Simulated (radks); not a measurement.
Minus the highest occupied eigenvalue as an estimate of the ionisation energy, Pb20+ to Pb39+. The LB94 potential has the -1/r tail that LDA and GGA lack but no energy functional. All-electron calculation, scalar-relativistic Kohn-Sham, LB94 model potential, spin-polarised, spherical densities, finite nucleus; open shells are filled with parallel spins first (spin-orbit coupling, left out, can overturn this in heavy ions); Fermi nuclear charge, rms radius 5.5012 fm. Program: a radial shooting solver on a logarithmic mesh with Libxc functionals.

species	configuration	HOMO	-e(HOMO) (eV)	<r> (bohr)	IE, NIST (eV)	kind
Pb20+	[Kr] 4d10 4f14 5s2	5s	581.30	0.773	570	theory
Pb21+	[Kr] 4d10 4f13 5s2	5s down	615.57	0.763	610	theory
Pb22+	[Kr] 4d10 4f13 5s1	5s up	647.33	0.756	650	theory
Pb23+	[Kr] 4d10 4f13	4f down	723.07	0.424	690	theory
Pb24+	[Kr] 4d10 4f12	4f down	772.25	0.418	750	theory
Pb25+	[Kr] 4d10 4f11	4f down	822.58	0.412	810	theory
Pb26+	[Kr] 4d10 4f10	4f down	874.01	0.406	870	theory
Pb27+	[Kr] 4d10 4f9	4f down	926.54	0.400	930	theory
Pb28+	[Kr] 4d10 4f8	4f down	980.15	0.395	990	theory
Pb29+	[Kr] 4d10 4f7	4f up	1044.4	0.389	1050	theory
Pb30+	[Kr] 4d10 4f6	4f up	1100.7	0.384	1120	theory
Pb31+	[Kr] 4d10 4f5	4f up	1158.0	0.379	1180	theory
Pb32+	[Kr] 4d10 4f4	4f up	1216.4	0.374	1240	theory
Pb33+	[Kr] 4d10 4f3	4f up	1275.8	0.370	1300	theory
Pb34+	[Kr] 4d10 4f2	4f up	1336.2	0.365	1360	theory
Pb35+	[Kr] 4d10 4f1	4f up	1397.5	0.361	1430	theory
Pb36+	[Kr] 4d10	4d	1713.4	0.381	1704	theory
Pb37+	[Kr] 4d9	4d down	1772.6	0.378	1760	theory
Pb38+	[Kr] 4d8	4d down	1832.4	0.376	1819	theory
Pb39+	[Kr] 4d7	4d down	1892.8	0.373	1884	theory

Reference values: NIST Atomic Spectra Database (exp. = measured, semi-emp. = semi-empirical, theory = theoretical value adopted there). Open shells are spherical and high-spin; term and fine-structure splittings are not resolved. Spin-orbit splitting is averaged out at the scalar-relativistic level.
